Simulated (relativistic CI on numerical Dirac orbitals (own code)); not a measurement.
**Electric-dipole transitions in Ni¹³⁺**

Calculated at this level of theory: Dirac-Coulomb-Breit CI, separate exchange-only KLI orbitals for each configuration, model QED (radiative potential, 1s self-energy scaled to tabulated hydrogen-like ionisation energies), unscaled Slater integrals (own radial code, finite nucleus).

Configuration list (outside the closed core [Ne]): 3s2 3p3, 3s 3p4, 3s2 3p2 3d, 3p5, 3s 3p3 3d, 3p4 3d, 3s 3p2 3d2, 3s2 3p2 4s, 3s2 3p 3d 4p, 3p4 4s, 3s2 3p2 4p, 3p4 4p, 3s 3p2 3d 4s, 3s2 3p2 4d, 3s 3p3 4s, 3s2 3p2 4f, 3s 3p3 4p, 3p3 3d 4p, 3s 3p3 4d, 3s2 3p2 5s, 3s 3p3 4f, 3s2 3p2 5p, 3s2 3p 4s 4p, 3s2 3p2 5d, 3s2 3p2 5f, 3s2 3p2 5g, 3s 3p2 4s2, 3s 3p3 5s, 3s2 3p2 6s, 3s2 3p 3d2, 3s2 3d3, 3s 3p 3d3, 3s2 3d2 4s, 3s2 3d2 4p, 3s2 3d2 4d, 3p3 3d2, 3p2 3d3, 3p2 3d2 4s, 3p2 3d2 4p, 3p2 3d2 4d, 3s2 3p 3d 4s, 3s 3p 3d2 4s, 3s2 3d 4s2, 3s2 3d 4s 4p, 3s2 3d 4s 4d, 3s 3p2 3d 4p, 3s 3p 3d2 4p, 3s 3p 3d 4s 4p, 3s 3p 3d 4p2, 3s 3p 3d 4p 4d, 3p3 3d 4s, 3p2 3d 4s2, 3p2 3d 4s 4p, 3p2 3d 4s 4d, 3s2 3p 4s2, 3s 3p 3d 4s2, 3s2 4s2 4p, 3s2 4s2 4d, 3s2 3p 4p2, 3s2 3d 4p2, 3s2 4s 4p2, 3s2 4p3, 3s2 4p2 4d. Double excitations out of closed p, d and f shells are left out; levels of such configurations are missing from the list, as are those of other unlisted configurations, and high levels can miss mixing partners. These lack a partner that the ground configuration has and come out too high: 3s2 3p2 4f, 3s 3p3 4d, 3s2 3p2 5s, 3s 3p3 4f, 3s2 3p2 5p.

```csv
λ vac (Å),Lower,Upper,A (s⁻¹),E lower (cm⁻¹),E upper (cm⁻¹)
160.94,3s 3p4 4P_5/2 [6],3s 3p3 3d 4D°_7/2 [84],8.55e+10,315793,937126
161.19,3s2 3p3 2D°_3/2 [2],3s2 3p2 3d 2F_5/2 [36],1.19e+11,48397,668802
161.21,3s2 3p3 2D°_5/2 [3],3s2 3p2 3d 2F_7/2 [39],1.29e+11,56047,676356
161.82,3s 3p4 2D_5/2 [10],3s 3p3 3d 2F°_7/2 [103],7.88e+10,398021,1015994
161.89,3s2 3p3 2P°_1/2 [4],3s2 3p2 3d 2D_3/2 [41],8.37e+10,88819,706520
165.30,3s2 3p3 2P°_3/2 [5],3s2 3p2 3d 2D_5/2 [40],1.10e+11,99959,704930
167.09,3s2 3p3 4S°_3/2 [1],3s2 3p2 3d 4P_3/2 [28],1.04e+11,0,598482
167.53,3s 3p4 4P_5/2 [6],3s 3p3 3d 4P°_3/2 [77],7.39e+10,315793,912693
167.91,3s2 3p3 2D°_3/2 [2],3s2 3p2 3d 2D_3/2 [33],7.13e+10,48397,643942
167.97,3s2 3p2 3d 4F_9/2 [18],3s2 3p 3d2 4F°_9/2 [129],8.54e+10,513397,1108739
168.81,3s2 3p3 4S°_3/2 [1],3s2 3p2 3d 4P_5/2 [27],1.02e+11,0,592368
169.60,3s2 3p3 2D°_5/2 [3],3s2 3p2 3d 2D_5/2 [34],4.34e+10,56047,645680
173.65,3s2 3p3 2P°_3/2 [5],3s2 3p2 3d 2P_3/2 [38],6.03e+10,99959,675835
175.42,3s2 3p3 2D°_5/2 [3],3s2 3p2 3d 2D_5/2 [32],4.17e+10,56047,626102
178.46,3s2 3p2 3d 4P_5/2 [27],3s2 3p 3d2 4D°_7/2 [139],9.80e+10,592368,1152723
179.51,3s2 3p2 3d 2F_5/2 [36],3s2 3p 3d2 2G°_7/2 [167],1.02e+11,668802,1225869
179.55,3s2 3p2 3d 2G_9/2 [25],3s2 3p 3d2 2G°_9/2 [136],6.80e+10,579638,1136587
180.19,3s2 3p2 3d 2F_7/2 [39],3s2 3p 3d2 2G°_9/2 [171],1.21e+11,676356,1231331
186.99,3s2 3p2 3d 2D_5/2 [40],3s2 3p 3d2 2F°_7/2 [177],9.92e+10,704930,1239731
190.09,3s2 3p3 2D°_5/2 [3],3s2 3p2 3d 2P_3/2 [26],5.42e+10,56047,582102
```

Terms are leading LS components. Brackets give the number of a level in order of energy, since labels repeat. The list gives strong lines, with weight on those to low levels, without lines whose two gauges differ by over a factor of 2.5, among the lowest 400 of 7418 levels, so that lines to higher ones, which can be the strongest, are missing. Levels whose partners in the same complex of configurations lie outside the list can be far off, and so can their lines. Rates are taken at the computed energies, electric ones in the length gauge.

At this charge energies of transitions that change n are usually good to better than 1 %, and those within a shell (Δn = 0) to a few per cent.

LS names give the leading component of a level, which can be under half, so a name can repeat, a term be missing and a line seem to break the LS rules.
